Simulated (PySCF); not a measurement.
## Sn⁺: ionisation energy

Sn⁺ [Kr] 4d10 5s2 5p1 (2P) → Sn²⁺ [Kr] 4d10 5s2 (1S), as a difference of total energies. Calculation: PySCF 2.14, in x2c-TZVPPall with one added diffuse shell each of s, p, d, f type (9s7p5d3f, 76 functions); the spin-free X2C one-electron Hamiltonian (Gaussian nucleus). Correlated levels: valence: [Kr] 4d10 frozen; valence and next inner shell: [Ar] 3d10 frozen. The calculations carry no spin-orbit coupling.

**Question.** Order these methods by the ionisation energy they give, lowest first.
A. MP2 (valence and next inner shell)
B. SCS-MP2 (valence and next inner shell)
C. LDA
D. BHandHLYP

**Answer.** B (14.000 eV), A (14.074 eV), D (14.195 eV), C (14.393 eV).

Errors of the correlated levels include the incompleteness of this basis and the frozen core.

For comparison: 14.282 eV (measured; NIST levels, between the centres of gravity of the two terms).
